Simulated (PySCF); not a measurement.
Vertical excitations of a molecule C₂H₆ClFSi₂ from TDA-PBE/def2-SVPD (PySCF 2.14.0), as energy in eV (oscillator strength): 5.26 (0.000), 5.67 (0.208), 5.84 (0.000), 5.92 (0.000), 6.08 (0.061), 6.13 (0.002), 6.47 (0.000), 6.50 (0.111), 6.57 (0.003), 6.71 (0.013). Lowest triplet (TDA): 3.76 eV. Geometry optimised at B3LYP-D3(BJ)/def2-SVP. One conformer was computed; it need not be the lowest.

Problem. Pick the molecule that these values belong to.
A. F[SiH2][SiH2]/C=C/Cl
B. F[SiH2]/C=C(/[SiH3])Cl
C. F/C(=C/[SiH3])[SiH2]Cl
D. C=C(Cl)[Si@@H](F)[SiH3]

Solution. B, F[SiH2]/C=C(/[SiH3])Cl
